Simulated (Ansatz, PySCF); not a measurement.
(E)-3-methoxyprop-2-en-1-amine (C4H9NO), SMILES CO/C=C/CN. Atoms are numbered in the order given.

```xyz
15

C      2.4809    -0.1589     0.2777
O      1.6434    -1.0797    -0.3618
C      0.3189    -0.8749    -0.2780
C     -0.3358     0.1119     0.3515
C     -1.8332     0.2254     0.3296
N     -2.3688     1.3904    -0.3587
H      3.5136    -0.4874     0.1046
H      2.3509     0.8593    -0.1316
H      2.2884    -0.1240     1.3652
H     -0.2237    -1.6606    -0.8153
H      0.2135     0.8948     0.8852
H     -2.2241     0.2401     1.3621
H     -2.2589    -0.6817    -0.1334
H     -1.9713     1.4379    -1.2962
H     -2.0622     2.2417     0.1102
```
Charge 0, spin multiplicity 1.

Coordinates come from a PBE0-D3(BJ)/def2-SVP optimisation. One conformer was computed; it need not be the lowest.

Two levels are set side by side: PBE-D3(BJ)/def2-SVP (Ansatz, an electronic-structure program) and PBE0-D3(BJ)/def2-SVP (Ansatz). Each level has its own optimised geometry; the coordinates shown are those of the second. Frequencies come from the Hessian of PySCF at each geometry. Differences are taken from unrounded values.

```json
[
 {"quantity": "mean bond length (Å)", "PBE0-D3(BJ)": "1.199"},
 {"quantity": "bond C1–O2 (Å)", "PBE0-D3(BJ)": "1.399"},
 {"quantity": "bond O2–C3 (Å)", "PBE0-D3(BJ)": "1.343"},
 {"quantity": "bond C3–C4 (Å)", "PBE0-D3(BJ)": "1.341"},
 {"quantity": "bond C4–C5 (Å)", "PBE0-D3(BJ)": "1.502"},
 {"quantity": "bond C5–N6 (Å)", "PBE0-D3(BJ)": "1.455"},
 {"quantity": "bond C1–H7 (Å)", "PBE0-D3(BJ)": "1.097"},
 {"quantity": "bond C1–H8 (Å)", "PBE0-D3(BJ)": "1.105"},
 {"quantity": "bond C1–H9 (Å)", "PBE0-D3(BJ)": "1.105"},
 {"quantity": "bond C3–H10 (Å)", "PBE0-D3(BJ)": "1.096"},
 {"quantity": "bond C4–H11 (Å)", "PBE0-D3(BJ)": "1.095"},
 {"quantity": "bond C5–H12 (Å)", "PBE0-D3(BJ)": "1.104"},
 {"quantity": "bond C5–H13 (Å)", "PBE0-D3(BJ)": "1.104"},
 {"quantity": "bond N6–H14 (Å)", "PBE0-D3(BJ)": "1.019"},
 {"quantity": "bond N6–H15 (Å)", "PBE0-D3(BJ)": "1.019"},
 {"quantity": "highest harmonic wavenumber (cm⁻¹)", "PBE0-D3(BJ)": "3608"},
 {"quantity": "mean harmonic wavenumber (cm⁻¹)", "PBE0-D3(BJ)": "1488"},
 {"quantity": "zero-point energy (kcal/mol)", "PBE0-D3(BJ)": "82.97"}
]
```

Problem. What does PBE-D3(BJ) give, and how far is it from PBE0-D3(BJ)? (Estimate from the structure and the level; the computed values follow.)

Solution. 
| quantity | PBE-D3(BJ) | PBE-D3(BJ) minus PBE0-D3(BJ) |
|---|---|---|
| mean bond length (Å) | 1.209 | 0.010 |
| bond C1–O2 (Å) | 1.415 | 0.015 |
| bond O2–C3 (Å) | 1.356 | 0.013 |
| bond C3–C4 (Å) | 1.353 | 0.012 |
| bond C4–C5 (Å) | 1.509 | 0.007 |
| bond C5–N6 (Å) | 1.470 | 0.015 |
| bond C1–H7 (Å) | 1.106 | 0.008 |
| bond C1–H8 (Å) | 1.114 | 0.009 |
| bond C1–H9 (Å) | 1.114 | 0.009 |
| bond C3–H10 (Å) | 1.104 | 0.008 |
| bond C4–H11 (Å) | 1.103 | 0.008 |
| bond C5–H12 (Å) | 1.113 | 0.009 |
| bond C5–H13 (Å) | 1.112 | 0.009 |
| bond N6–H14 (Å) | 1.030 | 0.011 |
| bond N6–H15 (Å) | 1.030 | 0.011 |
| highest harmonic wavenumber (cm⁻¹) | 3463 | -145 |
| mean harmonic wavenumber (cm⁻¹) | 1435 | -53 |
| zero-point energy (kcal/mol) | 80.02 | -2.94 |

GGA bonds tend to be longer and softer than those of functionals with exact exchange. Differences between two approximate levels are no errors against the true value.
